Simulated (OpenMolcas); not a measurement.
Co2+ (d7) among equal point charges was computed by CASSCF with the d shell active (OpenMolcas, ANO-RCC-VDZP on the metal). Its lowest spin-free states, and all those of the highest spin:

| 2S+1 | Degeneracy | E (cm-1) |
| --- | --- | --- |
| 4 | 1 | 0.0 |
| 4 | 3 | 1529 |
| 4 | 3 | 2727 |
| 2 | 2 | 19858 |
| 2 | 3 | 19948 |
| 2 | 1 | 20015 |
| 4 | 3 | 20256 |
| 2 | 3 | 20469 |
| 2 | 3 | 25576 |
| 2 | 3 | 26020 |
| 2 | 2 | 26720 |
| 2 | 3 | 26813 |

Is the site octahedral, tetrahedral or cube-like, axial, or of lower symmetry?

The states with 2S+1 = 4 have orbital degeneracies 1, 3, 3, 3. Threefold states need a cubic site. For d7 at this spin an octahedron puts the threefold T1 below the threefold T2 and a tetrahedron or cube puts the single A2 below the threefold T2, so the site is a tetrahedron or a cube, which this pattern cannot tell apart. The first gap at this spin, 1530 cm-1, is |10Dq| in ligand-field theory. The run had Co2+ among 4 point charges of -1.3 e arranged as a tetrahedron (Td), 1.89 Å from the ion.

Without dynamic correlation the repulsion within the d shell is too large (B by tens of per cent), so at a given field states of lower spin stand too high. The ground term spreads over less than 5000 cm-1, several times less than with real ligands, so orbital moments are less quenched and χT lies further from the spin-only value than at real sites. This is an electrostatic model: the charges have no orbitals. No measured value stands beside these numbers.
